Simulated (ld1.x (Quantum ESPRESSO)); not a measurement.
# Zn (Z = 30): TM pseudisation with PBEsol, scalar-relativistic reference atom.

* Element: Zn (Z = 30)
* Generator: ld1.x (Quantum ESPRESSO) 7.5
* Type: norm-conserving Troullier–Martins (Kleinman–Bylander form)
* Functional: PBEsol
* Relativity: scalar-relativistic
* Frozen core: [Ne] 3s2
* Valence charge: 18
* Reference configuration: 3p6 3d10 4s1.75 4p0 (charge +0.25)
* Partial waves: 3p (bound): rc 0.60 bohr; 3d (bound): rc 0.75 bohr; 4f channel at 0.35 Ry: rc 1.95 bohr; 4s (bound): rc 2.05 bohr
* Local potential: the s channel
* Core correction: none

- Cutoffs needed: over 300 Ry and over 300 Ry (the cutoffs (Ry, on a coarse ladder) from which the occupation-weighted sum of valence levels, in a spherical-Bessel basis at the reference potential, stays within 10 and 1 mRy of its value at 400 Ry)
- Ghost test: no extra level below or beside the all-electron valence levels (p, d, f, s tested) (spherical-Bessel basis up to 400 Ry, 20 bohr box)
- Largest excitation error: -1690 meV (all-electron minus pseudo) for 3p6 3d10 4s0 4p2, out of 7 test configurations
